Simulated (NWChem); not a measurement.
System: C2H5FOSi; SMILES C=CO[SiH2]F

Input file for NWChem:

```
start job
memory heap 200 mb stack 900 mb global 1100 mb
geometry units angstroms noautoz
  C      0.376458    -2.742485     0.033602
  C     -0.213444    -1.580181    -0.234186
  O     -0.027409    -0.471388     0.525773
  Si    -0.525960     1.074813     0.198624
  F      0.532125     1.802573    -0.786118
  H      1.055421    -2.847687     0.882378
  H      0.181842    -3.606503    -0.602240
  H     -0.897669    -1.463207    -1.086330
  H     -1.831234     1.040662    -0.511704
  H     -0.535565     1.795398     1.488644
end
basis spherical
  * library 3-21g
end
dft
  xc b3lyp
  iterations 150
  mulliken
end
task dft energy
```

Parts of the log:

```
             Northwest Computational Chemistry Package (NWChem) 7.3.0
             --------------------------------------------------------

 C1  symmetry detected

                             Geometry "geometry" -> ""
                             -------------------------

 Output coordinates in angstroms (scale by  1.889725989 to convert to a.u.)

  No.       Tag          Charge          X              Y              Z
 ---- ---------------- ---------- -------------- -------------- --------------
    1 C                    6.0000     0.34244010    -2.68332477     0.13695445
    2 C                    6.0000     0.09999367    -1.47801733    -0.37206331
    3 O                    8.0000    -0.35126240    -0.44207537     0.37944240
    4 Si                  14.0000    -0.49774529     1.14607749    -0.07070241
    5 F                    9.0000     0.92560236     1.90043349     0.08397070
    6 H                    1.0000     0.19784988    -2.88568232     1.20026250
    7 H                    1.0000     0.69150681    -3.48488798    -0.51446431
    8 H                    1.0000     0.24309432    -1.26343288    -1.44046018
    9 H                    1.0000    -0.88122387     1.22712990    -1.50452494
   10 H                    1.0000    -1.45771780     1.76254261     0.86839829

 Effective nuclear repulsion energy (a.u.)     226.1492795105

                                 NWChem DFT Module
                                 -----------------

 Summary of "ao basis" -> "ao basis" (spherical)
 ------------------------------------------------------------------------------
       Tag                 Description            Shells   Functions and Types
 ---------------- ------------------------------  ------  ---------------------
 C                           3-21g                   5        9   3s2p
 O                           3-21g                   5        9   3s2p
 Si                          3-21g                   7       13   4s3p
 F                           3-21g                   5        9   3s2p
 H                           3-21g                   2        2   2s

            General Information
            -------------------
          SCF calculation type: DFT
          Wavefunction type:  closed shell.
          No. of atoms     :    10
          No. of electrons :    48
           Alpha electrons :    24
            Beta electrons :    24
          Charge           :     0
          Spin multiplicity:     1
          Use of symmetry is: off; symmetry adaption is: off
          Maximum number of iterations: 150
          AO basis - number of functions:    59
                     number of shells:    37
          Convergence on energy requested:  1.00D-06
          Convergence on density requested:  1.00D-05
          Convergence on gradient requested:  5.00D-04

              XC Information
              --------------
                         B3LYP Method XC Potential
                     Hartree-Fock (Exact) Exchange  0.200
                        Slater Exchange Functional  0.800 local
                    Becke 1988 Exchange Functional  0.720 non-local
              Lee-Yang-Parr Correlation Functional  0.810
                  VWN I RPA Correlation Functional  0.190 local

             Grid Information
             ----------------
          Grid used for XC integration:  medium
          Radial quadrature: Mura-Knowles
          Angular quadrature: Lebedev.
          Tag              B.-S. Rad. Rad. Pts. Rad. Cut. Ang. Pts.
          ---              ---------- --------- --------- ---------
          C                   0.70       49          11.0       434
          O                   0.60       49           8.0       434
          Si                  1.10       88          11.0       590
          F                   0.50       49          12.0       434
          H                   0.35       45          13.0       434
          Grid pruning is: on
          Number of quadrature shells:   509
          Spatial weights used:  Erf1

      Superposition of Atomic Density Guess
      -------------------------------------

 Sum of atomic energies:        -537.96778379

      Non-variational initial energy
      ------------------------------

 Total energy =    -539.877433
 1-e energy   =   -1193.024320
 2-e energy   =     426.997607
 HOMO         =      -0.267695
 LUMO         =       0.073292

     ---------------------------------------------
      Total Density - Mulliken Population Analysis
     ---------------------------------------------

    Atom       Charge   Shell Charges
 -----------   ------   -------------------------------------------------------
    1 C    6     6.74   1.99  0.44  1.64  1.02  1.65
    2 C    6     5.62   1.99  0.43  1.33  0.81  1.06
    3 O    8     8.92   1.99  0.43  2.24  1.44  2.83
    4 Si  14    12.47   2.00  1.97  5.86  0.66  1.07  0.46  0.45
    5 F    9     9.63   1.98  0.45  2.61  1.51  3.07
    6 H    1     0.75   0.41  0.34
    7 H    1     0.74   0.41  0.33
    8 H    1     0.79   0.42  0.37
    9 H    1     1.17   0.41  0.77
   10 H    1     1.16   0.41  0.76

   convergence    iter        energy       DeltaE   RMS-Dens  Diis-err
 ---------------- ----- ----------------- --------- --------- ---------
 d= 0,ls=0.0,diis     1   -540.8153125964 -7.67D+02  2.66D-02  8.70D-01
 d= 0,ls=0.0,diis     2   -540.7972487064  1.81D-02  1.39D-02  1.33D+00
 d= 0,ls=0.0,diis     3   -540.9179826156 -1.21D-01  2.64D-03  3.97D-02
 d= 0,ls=0.0,diis     4   -540.9204127306 -2.43D-03  1.31D-03  1.04D-02
 d= 0,ls=0.0,diis     5   -540.9213845688 -9.72D-04  3.80D-04  6.96D-04
  Resetting Diis
 d= 0,ls=0.0,diis     6   -540.9214665681 -8.20D-05  8.22D-05  1.96D-05
 d= 0,ls=0.0,diis     7   -540.9214689137 -2.35D-06  5.19D-05  4.23D-06
 d= 0,ls=0.0,diis     8   -540.9214682170  6.97D-07  3.33D-05  1.08D-05
 d= 0,ls=0.0,diis     9   -540.9214693502 -1.13D-06  3.67D-06  5.79D-08
 d= 0,ls=0.0,diis    10   -540.9214693573 -7.12D-09  9.17D-07  6.21D-09

         Total DFT energy =     -540.921469357334
      One electron energy =    -1195.335566885993
           Coulomb energy =      480.907076224474
    Exchange-Corr. energy =      -52.642258206314
 Nuclear repulsion energy =      226.149279510500

 Numeric. integr. density =       48.000009656845

                       DFT Final Molecular Orbital Analysis
                       ------------------------------------

 Vector   22  Occ=2.000000D+00  E=-3.552129D-01
              MO Center= -1.0D-01,  1.2D+00,  3.8D-02, r^2= 3.5D+00
   Bfn.  Coefficient  Atom+Function         Bfn.  Coefficient  Atom+Function
  ----- ------------  ---------------      ----- ------------  ---------------
    49      0.356045   5 F  pz               59     -0.354512  10 H  s
    45      0.320436   5 F  pz               57      0.282390   9 H  s
    36     -0.185174   4 Si pz               58     -0.174874  10 H  s
    27     -0.152434   3 O  pz               48      0.139025   5 F  py
    23     -0.129971   3 O  pz               56      0.129851   9 H  s

 Vector   23  Occ=2.000000D+00  E=-3.209460D-01
              MO Center= -3.5D-01, -2.4D-01, -1.8D-02, r^2= 2.7D+00
   Bfn.  Coefficient  Atom+Function         Bfn.  Coefficient  Atom+Function
  ----- ------------  ---------------      ----- ------------  ---------------
    27      0.431420   3 O  pz               23      0.384705   3 O  pz
    57      0.319328   9 H  s                55      0.238883   8 H  s
    59     -0.201137  10 H  s                 6     -0.179219   1 C  s
    14     -0.147983   2 C  pz               24      0.142939   3 O  s
    54      0.141812   8 H  s                56      0.139627   9 H  s

 Vector   24  Occ=2.000000D+00  E=-2.399972D-01
              MO Center=  1.1D-01, -1.8D+00,  5.5D-02, r^2= 2.2D+00
   Bfn.  Coefficient  Atom+Function         Bfn.  Coefficient  Atom+Function
  ----- ------------  ---------------      ----- ------------  ---------------
     7      0.362875   1 C  px                3      0.326819   1 C  px
    25     -0.318721   3 O  px               12      0.260611   2 C  px
    21     -0.258977   3 O  px               16      0.241002   2 C  px
    38     -0.102468   4 Si px                8      0.099995   1 C  py
     4      0.095072   1 C  py               26     -0.079531   3 O  py

 Vector   25  Occ=0.000000D+00  E= 2.701516D-02
              MO Center=  5.0D-02, -1.3D+00, -6.8D-02, r^2= 4.4D+00
   Bfn.  Coefficient  Atom+Function         Bfn.  Coefficient  Atom+Function
  ----- ------------  ---------------      ----- ------------  ---------------
    16     -0.592139   2 C  px                7      0.565778   1 C  px
    38      0.403223   4 Si px               12     -0.342468   2 C  px
     3      0.295652   1 C  px               39      0.283668   4 Si py
    46     -0.282439   5 F  s                57      0.230085   9 H  s
    34      0.180708   4 Si px                8      0.177989   1 C  py

 Vector   26  Occ=0.000000D+00  E= 4.830147D-02
              MO Center= -5.3D-01,  7.9D-01, -1.4D-01, r^2= 4.8D+00
   Bfn.  Coefficient  Atom+Function         Bfn.  Coefficient  Atom+Function
  ----- ------------  ---------------      ----- ------------  ---------------
    39      0.945108   4 Si py               24      0.548414   3 O  s
    46     -0.344232   5 F  s                35      0.281370   4 Si py
    38      0.265343   4 Si px               16      0.225612   2 C  px
    25     -0.213086   3 O  px               53     -0.199007   7 H  s
    47      0.178910   5 F  px                7     -0.173635   1 C  px

[...]
```

Level: B3LYP/3-21G. All runs use the structure optimised with PBE0/def2-SVP. B3LYP is NWChem's, with the RPA form of VWN correlation.
